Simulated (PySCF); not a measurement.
Molfile (atoms numbered from 1):
```
C5H6F2OSi
     RDKit          3D

 15 15  0  0  0  0  0  0  0  0999 V2000
   -3.0640    0.7705   -1.2187 F   0  0  0  0  0  0  0  0  0  0  0  0
   -2.5755    0.3758   -0.0107 C   0  0  0  0  0  0  0  0  0  0  0  0
   -3.3558   -0.6702    0.3726 F   0  0  0  0  0  0  0  0  0  0  0  0
   -1.1444   -0.0180   -0.1047 C   0  0  0  0  0  0  0  0  0  0  0  0
   -0.6214   -1.0565   -0.8266 C   0  0  0  0  0  0  0  0  0  0  0  0
    0.7003   -1.1055   -0.6767 O   0  0  0  0  0  0  0  0  0  0  0  0
    1.0735   -0.0955    0.1459 C   0  0  0  0  0  0  0  0  0  0  0  0
    2.9022    0.0563    0.5432 Si  0  0  0  0  0  4  0  0  0  0  0  0
   -0.0387    0.6046    0.5259 C   0  0  0  0  0  0  0  0  0  0  0  0
   -2.7440    1.1985    0.7009 H   0  0  0  0  0  0  0  0  0  0  0  0
   -1.0912   -1.7896   -1.4529 H   0  0  0  0  0  0  0  0  0  0  0  0
    3.6494   -0.0830   -0.7053 H   0  0  0  0  0  0  0  0  0  0  0  0
    3.1031    1.3705    1.1506 H   0  0  0  0  0  0  0  0  0  0  0  0
    3.2684   -1.0084    1.4784 H   0  0  0  0  0  0  0  0  0  0  0  0
   -0.0663    1.4584    1.1713 H   0  0  0  0  0  0  0  0  0  0  0  0
  1  2  1  0
  2  3  1  0
  2  4  1  0
  4  5  2  0
  5  6  1  0
  6  7  1  0
  7  8  1  0
  7  9  2  0
  9  4  1  0
  2 10  1  0
  5 11  1  0
  8 12  1  0
  8 13  1  0
  8 14  1  0
  9 15  1  0
M  END
```

One computed conformer, fast rotation and ring inversion assumed for equivalent nuclei, no solvent, non-relativistic. GFN2-xTB structure; σ from GIAO-PBE0/pcSseg-1; PySCF.

Scale: TMS for 13C (186.93 ppm), 1H (31.72 ppm), 29Si (349.16 ppm); CFCl3 for 19F (170.95 ppm); 17O (336.08 ppm) vs H2O (reference shieldings calculated alike).

```json
{"atoms": "C9", "nucleus": "13C", "count": "1", "δ (ppm)": "129.4"}
{"atoms": "F1/F3", "nucleus": "19F", "count": "2", "δ (ppm)": "-117.5"}
{"atoms": "C2", "nucleus": "13C", "count": "1", "δ (ppm)": "118.0"}
{"atoms": "C5", "nucleus": "13C", "count": "1", "δ (ppm)": "?"}
{"atoms": "O6", "nucleus": "17O", "count": "1", "δ (ppm)": "?"}
{"atoms": "Si8", "nucleus": "29Si", "count": "1", "δ (ppm)": "-85.8"}
{"atoms": "H15", "nucleus": "1H", "count": "1", "δ (ppm)": "7.09"}
{"atoms": "H12/H13/H14", "nucleus": "1H", "count": "3", "δ (ppm)": "4.50"}
{"atoms": "C7", "nucleus": "13C", "count": "1", "δ (ppm)": "153.3"}
{"atoms": "C4", "nucleus": "13C", "count": "1", "δ (ppm)": "?"}
{"atoms": "H11", "nucleus": "1H", "count": "1", "δ (ppm)": "8.37"}
{"atoms": "H10", "nucleus": "1H", "count": "1", "δ (ppm)": "?"}
```

Question: Complete the table.

Answer: 
- C5: 154.8 ppm, aromatic CH next to the ring oxygen
- C4: 130.8 ppm, substituted aromatic carbon
- H10: 6.94 ppm, hydrogen on an sp3 CH bonded to 2 F, on an aromatic ring; its carbon carries F, which withdraws density
- O6: 328.8 ppm, aromatic ring oxygen

Shifts are as computed. Against solution values, carbons near 30 ppm lie about +3 ppm off and those near 130 ppm about +5 ppm. Of 1211 compounds with measured shifts, 218 miss one by over three times the rms of a fit or turn the order of signals round; such compounds aren't used in these exercises. Unscaled 19F shifts against computed CFCl3 carry errors that often reach 10 to 50 ppm. Unscaled 17O shifts of doubly bonded oxygen tend to come out too high, by tens of ppm or more. Experimental scales use liquid or dissolved standards, which lie at an offset from isolated H2O (liquid H2O: subtract about 36 ppm).
